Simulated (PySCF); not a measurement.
Potential energy curve for Ge₂, triplet.

Levels: UKS-B3LYP/6-31G* = PySCF 2.14.0 with unrestricted B3LYP/6-31G*, spherical d; UCCSD(T) = CCSD(T) on UHF/cc-pVDZ, 18 core orbitals frozen run with PySCF 2.14.0.

Energies relative to the lowest point of each curve near equilibrium, in kJ/mol:

| R / Å | UKS-B3LYP/6-31G* |
|---|---|
| 1.77 | 406.4 |
| 1.92 | 179.6 |
| 2.04 | 84.8 |
| 2.15 | 40.6 |
| 2.26 | 15.5 |
| 2.30 | 8.0 |
| 2.38 | 0.4 |
| 2.45 | 0.0 |
| 2.54 | 6.0 |
| 2.59 | 11.8 |
| 2.77 | 42.0 |

### Question
Estimate the UCCSD(T) values at these points.

### Answer
1.77: 414.8; 1.92: 174.8; 2.04: 72.2; 2.15: 51.8; 2.26: 14.8; 2.30: 7.4; 2.38: 0.0; 2.45: 0.0; 2.54: 7.0; 2.59: 13.6; 2.77: 46.4 (kJ/mol).

The scan ran from 1.77 to 7.16 Å; beyond the distances shown one of the unrestricted levels run for this scan, shown here or not, changes its spin distribution in one step. The unrestricted determinant behind UCCSD(T) is spin-contaminated at 2.77 Å (<S²> up to 2.2, against 2.00 for a pure triplet).
